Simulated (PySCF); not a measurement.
Work out the structure from these simulated measurements.

Formula: C6H8F2.

* UV, first state: lowest singlet excitation: 8.41 eV (147 nm, f = 0.000) [TDDFT PBE0/def2-SVPD]
* Rotational structure: rotational constants A, B, C: 3.541, 2.057, 1.871 GHz [GFN2-xTB]
* Triplet: lowest triplet excitation (Tamm–Dancoff): 8.27 eV [TDA PBE0/def2-SVPD]
* Dipole: 2.77 D [PBE0/def2-SVPD]
* Polarisability: 64.9 au [PBE0/def2-SVPD]
* NMR, other nuclei: isotropic shieldings of nuclei other than C and H, by class: 294 (2 F) ppm [GIAO PBE0/pcSseg-1]
* UV, strongest line: among the 6 lowest singlet transitions: S2 at 8.78 eV (141 nm, f = 0.046) [TDDFT PBE0/def2-SVPD]
* 13C NMR: chemical shifts (computed TMS as zero) by class: 137.2 (1 C), 50.4 (1 C), 45.2 (1 C), 40.0 (2 C), 37.6 (1 C) ppm [GIAO PBE0/pcSseg-1]

The electronic properties come from PySCF, for the isolated species, density fitting. Levels stand in brackets. Geometry: GFN2-xTB; no solvent, vibrations or thermal averaging. Each NMR value is the plain mean over a class of atoms that symmetry, rotation or inversion makes alike.

Problem. Propose a structure and show how it fits.

Solution. Numbering: `[F:1][C:2]1([F:3])[CH2:4][C@H:5]2[CH2:6][C@@H:7]1[CH2:8]2`. Its formula, C6H8F2, gives 2 degrees of unsaturation: 2 rings and 0 π bonds in the structure found. 6 carbons fall into 5 classes; from least to most shielded: CF2 carbon [C2] (137.2 ppm), sp3 carbon at a ring junction [C7] (50.4 ppm), ring CH2 carbon [C4] (45.2 ppm), four-membered-ring carbon [C6/C8] (40.0 ppm, 2 C), sp3 carbon at a ring junction [C5] (37.6 ppm). The other shieldings belong to: 294 ppm, fluorine of a CF2 group [F1/F3]. The optimised geometry has point group Cs and is an asymmetric top. Structure: `FC1(F)C[C@H]2C[C@@H]1C2`. Computed isomers that give other values at the same levels: `FCC1(CF)[C@@H]2C[C@@H]21` (13C chemical shifts (computed TMS as zero) by class: 84.4 (1 C), 81.4 (1 C), 53.4 (1 C), 25.7 (1 C), 7.9 (2 C) ppm); `F[C@@H]1[C@@H]2C[C@@H]2C[C@H]1F` (13C chemical shifts (computed TMS as zero) by class: 106.4 (1 C), 102.8 (1 C), 38.3 (1 C), 23.6 (1 C), 20.1 (1 C), 10.4 (1 C) ppm); `C=CC(=C)[C@@H](F)CF` (lowest singlet excitation: 5.84 eV (212 nm, f = 0.551)). The assignments are read from this structure; whether some other isomer fits the data as well wasn't checked.
